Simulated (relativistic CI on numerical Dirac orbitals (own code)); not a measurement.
## Ca7+: what numerical and physical settings do to a radial Dirac CI calculation

Reference input:

```
atom Ca  Z=20  charge=7  electrons=13
nucleus A=40  rms_radius_fm=3.4776
hamiltonian dirac-coulomb  breit=on  qed=on  c_scale=1
orbitals kli  potential=per-configuration
slater_scale 1
correlation none
mixing on
grid step=0.0125 r_max=12.9
scf mixing=0.4 start=green max_iterations=150 tolerance=2e-08 node_fill=0.05
configurations
  [Ne] 3s2 3p
  [Ne] 3s 3p2
end
```

Computed lowest total energy -662.92125 Ha, first excitation 4372.4 cm⁻¹, 20 SCF steps. Runs with settings changed; * marks those that are bad on purpose:

```tsv
Changed	Outcome	Lowest level	ΔE (Ha)	First excitation (cm⁻¹)	SCF steps	Message
start potential previous	converged	3s2 3p 2P°_1/2	1.82e-12	4372.4	17	
grid step 0.03	converged	3s2 3p 2P°_1/2	9.38e-05	4372.4	20	
end of the grid at 6.45 bohr, Slater scale 1.2	converged	3s2 3p 2P°_1/2	-1.36e-12	4372.4	20	
end of the grid at 6.45 bohr, grid step 0.02	not converged				10	orbital 3p1/2 not found
SCF mixing 1.3 *	converged	3s2 3p 2P°_1/2	-3.3e-11	4372.4	18	
grid step 0.002 *	refused				0	the grid has 8187 points, outside 40 to 4096
```
